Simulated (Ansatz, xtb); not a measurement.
## FH4Si3: 3 structures ranked

3 gas-phase structures of FH4Si3, found in a search over its isomers (lower ones may exist). Each was relaxed with GFN2-xTB:

A. a doublet given by its coordinates
B. a doublet given by its coordinates
C. `F[Si][SiH2][SiH2]`, a doublet

B (Å):

```xyz
8

F    -2.0458    2.7565   -1.0621
Si   -1.9999    1.1763   -1.6030
Si   -1.5111    0.0341    0.2547
Si   -1.0171   -0.1796    2.5099
H    -1.4754   -1.3575   -0.2979
H     0.4097    0.0757    2.7942
H    -1.7675    0.8414    3.2663
H    -1.3232   -1.4671    3.1606
```

Close contacts (Å): F1–Si2 1.67, Si2–Si3 2.23, Si3–Si4 2.32, Si3–H5 1.50, Si4–H6 1.48, Si4–H7 1.48, Si4–H8 1.47.

A (Å):

```yaml
atoms:
  - { symbol: F, position_ang: [0.7460, 0.4918, 2.4544] }
  - { symbol: Si, position_ang: [-0.2546, 1.3781, 1.5150] }
  - { symbol: Si, position_ang: [-0.8540, -0.2216, -0.0354] }
  - { symbol: Si, position_ang: [-2.8222, -1.0914, 0.5335] }
  - { symbol: H, position_ang: [-1.0128, 2.0962, 2.5461] }
  - { symbol: H, position_ang: [0.6775, 2.3683, 0.9561] }
  - { symbol: H, position_ang: [-3.9829, -1.0842, 1.4582] }
  - { symbol: H, position_ang: [-3.2779, -2.1689, -0.3685] }
```

Close contacts (Å): F1–Si2 1.63, Si2–Si3 2.31, Si3–Si4 2.23, Si2–H5 1.47, Si2–H6 1.47, Si4–H7 1.48, Si4–H8 1.48.

Question: Make a reasoned guess at their ranking by r2SCAN-D4/def2-SVP single-point energy.

Answer: Calculated order at r2SCAN-D4/def2-SVP: B (0.000), A (0.375), C (0.404) eV. Less than 1 kcal/mol parts A and C, so the order within that pair means little.

Energies above the lowest of each column, in eV:

| structure | GFN2-xTB | HF/STO-3G | r2SCAN-D4/def2-SVP |
| --- | --- | --- | --- |
| B | 0.092 | 0.085 | 0.000 |
| A | 0.000 | 1.158 | 0.375 |
| C | 0.743 | 0.000 | 0.404 |

r2SCAN-D4/def2-SVP puts B lowest; GFN2-xTB picks A, HF/STO-3G picks C. Some further structures that were screened fall inside this span and aren't listed. Flexible structures stand in one conformer each, not always the lowest. Frequencies (PBE0-D3(BJ)/def2-SVP) were run for B alone. Open shells are spin-unrestricted, some with notable spin contamination.

Programs: Ansatz 0.2.0, xtb 6.7.1.
